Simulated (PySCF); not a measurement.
## Diatomics with 83 electrons

PBE0 in PySCF with def2-SVP on every atom (core potentials on Sn, Sb, Te), for the lowest determinant that a PBE0 search found; no spin–orbit coupling. All have 83 electrons, 9 of them in the valence shells, and the same state, a doublet (π ↑). For ions De leads to the atom and ion picked by measured ionisation energies and electron affinities.

```tsv
species	difference of nuclear charges	Re (Å)	ωe (cm⁻¹)	k (mdyn/Å)	De (eV)	dissociates to	Mayer bond order
SnAs	17	2.442	290	2.29	2.56	Sn + As	2.22
GeSb	19	2.445	292	2.31	2.58	Ge + Sb	2.28
SnSe⁺	16	2.508	266	2.00	3.01	Sn⁺ + Se	1.59
GeTe⁺	20	2.494	272	2.06	3.34	Ge⁺ + Te	1.83
```

Spin–orbit coupling is left out, which matters for elements this heavy, above all for dissociation energies. For an ion De counts to the pair picked by the measured ionisation energies or electron affinities, which need not be the lowest pair at this level. States were picked by a PBE0 search and need not be the measured ground states.
